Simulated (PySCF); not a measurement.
## Computed properties of InFI₂, SMILES [F][In]([I])[I]

InFI₂, SMILES [F][In]([I])[I]. Coordinates come from a PBE0-D3(BJ)/def2-SVP optimisation. The structure was generated by enumeration; whether it is a known compound was not checked. The def2 effective core potentials stand for the cores of I, In; spin–orbit coupling is left out. Other conformers were not sampled. All values are computed for the isolated molecule unless a solvent is named; none is compared with measurement here.

**Structure.** The optimised structure has C2v symmetry. All 6 harmonic modes at PBE0-D3(BJ)/def2-SVP (PySCF) are real, so it is a minimum. With heavy atoms numbered as in [In:1]([F:2])([I:3])[I:4], the shortest bond between them is In1–F2 at 1.950 Å and the longest In1–I4 at 2.640 Å.

**Vibrations.** The strongest infrared lines (harmonic, unscaled, degenerate partners summed) lie at 618 cm⁻¹ (65 km/mol, F 86 %, In 14 %), 245 cm⁻¹ (54 km/mol, In 65 %, I 35 %), 115 cm⁻¹ (21 km/mol, F 87 %, I 11 %). The softest mode is at 49 cm⁻¹ and the zero-point energy is 1.9 kcal/mol.

**Electronic structure.** PBE0/def2-TZVP (PySCF) places the frontier levels at -8.14 and -3.17 eV, a gap of 4.97 eV, and gives a dipole moment of 1.88 D and a mean polarisability of 102.2 bohr³. PBE/def2-TZVP (PySCF) at the same geometry gives -6.99 and -3.93 eV, so its gap is 1.91 eV narrower. An orbital gap is neither the optical nor the fundamental gap.

**Excitations.** TDDFT-CAM-B3LYP/def2-SVPD (PySCF) has S1 at 3.90 eV (318 nm, f = 0.017, weak); the most intense of the 10 singlets computed lies at 6.04 eV (f = 0.69). T1 (TDA) is at 3.51 eV. TDDFT-PBE/def2-SVPD (PySCF) puts S1 at 3.14 eV. No vertical singlet excitation falls in the visible range (under 3.1 eV).
